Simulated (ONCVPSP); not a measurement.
# An all-electron radial function and its pseudo partner (S)

Columns: radius, all-electron u(r) and pseudo u(r) of the 3s shell (level -17.11 eV) of sulfur in the configuration [Ne] 3s2 3p4; BLYP, scalar-relativistic, ONCV scheme, ONCVPSP 4.0.1.

```json
{"r (bohr)": "0.072", "all-electron": "0.1913", "pseudo": "0.0104"}
{"r (bohr)": "0.145", "all-electron": "-0.0620", "pseudo": "0.0239"}
{"r (bohr)": "0.217", "all-electron": "-0.2901", "pseudo": "0.0428"}
{"r (bohr)": "0.290", "all-electron": "-0.4002", "pseudo": "0.0697"}
{"r (bohr)": "0.362", "all-electron": "-0.3983", "pseudo": "0.1054"}
{"r (bohr)": "0.435", "all-electron": "-0.3172", "pseudo": "0.1516"}
{"r (bohr)": "0.507", "all-electron": "-0.1916", "pseudo": "0.2064"}
{"r (bohr)": "0.580", "all-electron": "-0.0427", "pseudo": "0.2703"}
{"r (bohr)": "0.652", "all-electron": "0.1083", "pseudo": "0.3397"}
{"r (bohr)": "0.725", "all-electron": "0.2544", "pseudo": "0.4138"}
{"r (bohr)": "0.798", "all-electron": "0.3868", "pseudo": "0.4889"}
{"r (bohr)": "0.870", "all-electron": "0.5005", "pseudo": "0.5611"}
{"r (bohr)": "0.942", "all-electron": "0.5964", "pseudo": "0.6288"}
{"r (bohr)": "1.015", "all-electron": "0.6754", "pseudo": "0.6904"}
{"r (bohr)": "1.088", "all-electron": "0.7373", "pseudo": "0.7429"}
{"r (bohr)": "1.160", "all-electron": "0.7828", "pseudo": "0.7842"}
{"r (bohr)": "1.232", "all-electron": "0.8144", "pseudo": "0.8145"}
{"r (bohr)": "1.305", "all-electron": "0.8338", "pseudo": "0.8338"}
{"r (bohr)": "1.378", "all-electron": "0.8421", "pseudo": "0.8421"}
{"r (bohr)": "1.450", "all-electron": "0.8411", "pseudo": "0.8411"}
{"r (bohr)": "1.522", "all-electron": "0.8326", "pseudo": "0.8326"}
{"r (bohr)": "1.595", "all-electron": "0.8176", "pseudo": "0.8176"}
{"r (bohr)": "1.668", "all-electron": "0.7975", "pseudo": "0.7975"}
{"r (bohr)": "1.740", "all-electron": "0.7738", "pseudo": "0.7738"}
{"r (bohr)": "1.812", "all-electron": "0.7473", "pseudo": "0.7473"}
{"r (bohr)": "1.885", "all-electron": "0.7183", "pseudo": "0.7183"}
```

Problem. How many radial nodes do the two functions have?

Solution. The all-electron 3s function has n − l − 1 = 2; the pseudo-wave has 0, since the states of the same l below it are removed with the core.

Problem. At about which radius was the pseudo-wave matched?

Solution. 1.30 bohr, where the columns begin to agree (steps of 0.07 bohr).

Problem. Is the pseudo-wave norm-conserving?

Solution. Yes: the ONCV scheme keeps the norm inside the radius equal to the all-electron one, which fixes the energy derivative of the logarithmic derivative at the level.
